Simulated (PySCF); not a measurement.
**Telling isomers of C5H9ClO apart by NMR**

PySCF 2.14 calculation with geometry: GFN2-xTB and σ from GIAO-PBE0/pcSseg-1; one averaged value for each set of equivalent atoms, one conformer, no solvent model, relativity neglected.

Shifts are taken against calculated references (same method and geometry level): ¹H (σ = 31.72 ppm), ¹³C (σ = 186.93 ppm) against TMS. Where no couplings were computed, multiplicities follow the n + 1 count of equivalent neighbours, and m marks all less simple cases (inequivalent or close neighbours, rings, F or P nearby). Shifts are as computed. Against solution values, carbons near 30 ppm lie about +3 ppm off and those near 130 ppm about +5 ppm; carbons on Cl a further +6 ppm. Of 1211 compounds with measured shifts, 218 miss one by over three times the rms of a fit or turn the order of signals round; such compounds aren't used in these exercises. Carbons bonded to Cl come out too deshielded. OH and NH positions are gas-phase values without hydrogen bonding to other molecules.

(1) Tabulate the signals of `CC(C)(C)C(=O)Cl`, `C/C=C(/CO)CCl` and their relative energies.

(2) What is the quickest way to tell CC(C)(C)C(=O)Cl from C/C=C(/CO)CCl?

## Answers

(1) 
```json
{"SMILES": "CC(C)(C)C(=O)Cl", "carbon types": "2×C 3×CH3", "δC": "191.3, 49.6, 29.3", "δH": "1.32 (s, 9H)", "E rel. (kcal/mol)": "0.0"}
{"SMILES": "C/C=C(/CO)CCl", "carbon types": "1×C 1×CH 2×CH2 1×CH3", "δC": "147.1, 138.1, 71.9, 43.2, 17.2", "δH": "5.94 (q, 1H), 4.40 (s, 2H), 4.32 (s, 2H), 1.96 (d, 3H), 0.01 (br s, 1H)", "E rel. (kcal/mol)": "27.0"}
```

Energies are electronic energies at PBE0/pcSseg-1 on these geometries, without zero-point or thermal terms, each for the one conformer computed, which needn't be the lowest.

(2) Count the carbon signals: 3 against 5. The first has a quaternary sp3 carbon α to a carbonyl (C) at 49.6 ppm, the second an alkene CH at 138.1 ppm. Their most deshielded carbons lie at 191.3 and 147.1 ppm. In the proton spectra the most deshielded non-exchanging signals are 1.32 (s, 9H) and 5.94 (q, 1H).
